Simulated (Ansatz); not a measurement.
One geometry of Mg₂Al₂, several levels of theory.

```yaml
crystal:
  periodic: [false, false, false]
  atoms:
    - {symbol: Al, position_ang: [-0.787505, -0.666094, -0.592905]}
    - {symbol: Al, position_ang: [0.786491, 0.671213, 0.588153]}
    - {symbol: Mg, position_ang: [-1.978581, 1.004355, 1.500558]}
    - {symbol: Mg, position_ang: [1.979596, -1.009474, -1.495796]}
basis:
  gaussian: {orbitals: def2-TZVP, initial_orbitals: start.molden}
hamiltonian: {xc: r2scan, dispersion: d4}
scf: {omitted_lower_state_checks: [starts]}
output: {orbitals: {seedname: orbitals}}
```

The file start.molden holds the orbitals of an earlier run on this structure, at another level or in another basis.

```sh
$ ansatz run in.yaml --threads 2 --pin off --events-out ev --progress --plain --max-ram 4352MiB
```

Output, abridged:

```
Functional definition: r2SCAN
1094 factors; their error is unknown
mean field evaluation 1: about -24077.8984 eV, gradient 6.9e0 eV
mean field evaluation 2: about -24077.9520 eV, gradient 1.2e-1 eV
mean field evaluation 4: about -24077.9341 eV, gradient 7.4e-3 eV
mean field -24077.93406311 eV, -884.8477562094 hartree, gradient 2.3e-5 eV, S^2 0.000000; 0 other end points of the search recorded, 0 dependent functions left out
reference -24077.93407397 eV, -884.8477566086 hartree; 25, 25 occupied and 113, 113 virtual orbitals, 1094 factors
Total energy: -24077.95305093 eV, -884.8484539988 hartree
Checks for a lower state left out: starts
```

Run time 4 s (2 threads of Intel Xeon Platinum 8488C on a shared host).

The first input with `hamiltonian: {xc: pbe, dispersion: d4}`, `output: {forces: true, orbitals: {seedname: orbitals}}` (abridged; 2.6 s):

```
Functional definition: PBE
mean field -24067.39332350 eV, -884.4603911735 hartree, gradient 1.8e-5 eV, S^2 0.000000
Total energy: -24067.49845320 eV, -884.4642546188 hartree
Atom 0 force    -0.033931    -0.028718    -0.025315 eV/Å
Atom 1 force     0.034048     0.028771     0.025395 eV/Å
Atom 2 force     0.018605    -0.009575    -0.014228 eV/Å
Atom 3 force    -0.018722     0.009522     0.014147 eV/Å
Dipole moment:     0.000520    -0.002970     0.002694 e Å
Checks for a lower state left out: starts
```

First input, but with `hamiltonian: {xc: pbe0, dispersion: d4}` (abridged; 3.8 s):

```
Functional definition: PBE0
mean field -24069.16164822 eV, -884.5253759083 hartree, gradient 1.7e-5 eV, S^2 0.000000
Total energy: -24069.25161768 eV, -884.5286822250 hartree
Checks for a lower state left out: starts
```

As the first input, with `hamiltonian: {xc: {name: PBE-QIDH}}` and without the key `output` (abridged; 5.5 s):

```
Functional definition: PBE-QIDH
mean field -24056.38182412 eV, -884.0557260352 hartree, gradient 7.6e-6 eV, S^2 0.000000; unrestricted orbitals would lower it
12 core orbitals not correlated, not the lowest: weight in the atoms' cores, before any rotation towards them, 1.000 or more for the frozen orbitals, at most 0.000 for the correlated occupied ones
second order -16.99766018 eV of doubles, -0.00000000 eV of singles
Total energy: -24062.04772149 eV, -884.2639439229 hartree
Checks for a lower state left out: starts
```

First input, but with `gaussian: {orbitals: def2-TZVPP, initial_orbitals: start.molden}`, `correlation: {method: ccsd_t}` and without the key `hamiltonian` (abridged; 64 s):

```
Functional definition: HF
mean field evaluation 16: about -24022.4863 eV, gradient 8.9e0 eV
mean field evaluation 32: about -24025.6123 eV, gradient 6.8e-4 eV
mean field evaluation 64: about -24023.3005 eV, gradient 9.1e-1 eV
mean field evaluation 96: about -24024.2758 eV, gradient 3.6e-4 eV
mean field -24026.49204209 eV, -882.9572968056 hartree, gradient 2.7e-6 eV, S^2 0.000000; 2 other end points of the search recorded, 0 dependent functions left out; unrestricted orbitals would lower it
mean field evaluation 128: about -24026.6161 eV, gradient 8.2e-1 eV
mean field evaluation 160: about -24027.4492 eV, gradient 1.2e0 eV
determinant -24026.49204209 eV, -882.9572968056 hartree, with singles and doubles -24042.38736629 eV, -883.5414391957 hartree
determinant -24025.61232377 eV, -882.9249677537 hartree, with singles and doubles -24041.13839986 eV, -883.4955405259 hartree
determinant -24024.27583331 eV, -882.8758526350 hartree, with singles and doubles -24039.88391092 eV, -883.4494389078 hartree
unrestricted determinant -24027.69110448 eV, -883.0013615356 hartree, S^2 2.0289
12 core orbitals not correlated, not the lowest: weight in the atoms' cores, before any rotation towards them, 1.000 or more for the frozen orbitals, at most 0.000 for the correlated occupied ones
second order -15.17736994 eV of doubles, -0.00000000 eV of singles
[...]
cycle   3  -15.77847780 eV  change    3.7e-3 eV  update   2.8e-3
cycle   4  -15.77922180 eV  change   -7.4e-4 eV  update   2.0e-3
cycle   5  -15.77990756 eV  change   -6.9e-4 eV  update   1.4e-3
cycle   6  -15.77969648 eV  change    2.1e-4 eV  update   8.7e-4
cycle   7  -15.78009269 eV  change   -4.0e-4 eV  update   3.8e-4
cycle   8  -15.78030224 eV  change   -2.1e-4 eV  update   2.2e-4
cycle   9  -15.78022829 eV  change    7.4e-5 eV  update   1.1e-4
cycle  10  -15.78015123 eV  change    7.7e-5 eV  update   7.1e-5
cycle  11  -15.78013211 eV  change    1.9e-5 eV  update   5.7e-5
cycle  12  -15.78010713 eV  change    2.5e-5 eV  update   4.9e-5
cycle  13  -15.78014293 eV  change   -3.6e-5 eV  update   3.2e-5
cycle  14  -15.78014707 eV  change   -4.1e-6 eV  update   1.4e-5
perturbative correction -0.82645957 eV, -0.0303718289 hartree
Total energy: -24043.09864872 eV, -883.5675783430 hartree
Checks for a lower state left out: starts
```

As the first input, with `hamiltonian: {xc: {name: LC-wPBE}}` (abridged; 7 s):

```
Functional definition: LC-wPBE
mean field -24070.56077796 eV, -884.5767929778 hartree, gradient 1.2e-5 eV, S^2 0.000000
Total energy: -24070.56077796 eV, -884.5767929780 hartree
Checks for a lower state left out: starts
```

Geometry: PBE0-D4/def2-TZVP.

LC-ωPBE has ω = 0.4 bohr⁻¹. Correlated methods freeze 12 core orbitals; core or outer-core shells of Mg are correlated, in sets that lack core-valence functions. The restricted singlet is unstable towards broken spin symmetry at other levels; at r2SCAN-D4/def2-TZVP, PBE-D4/def2-TZVP, PBE0-D4/def2-TZVP, LC-ωPBE/def2-TZVP this wasn't settled. At PBE-QIDH/def2-TZVP, CCSD(T)/def2-TZVPP the restricted singlet (for correlated methods, its reference) is unstable: a solution with broken spin symmetry lies lower. At CCSD(T)/def2-TZVPP T1 of the charge 0 singlet is large (up to 0.022), so the single-reference result is doubtful. Another isomer (singlet) lies 0.66 eV lower at PBE0-D4/def2-TZVP; other spin states weren't run for this one.
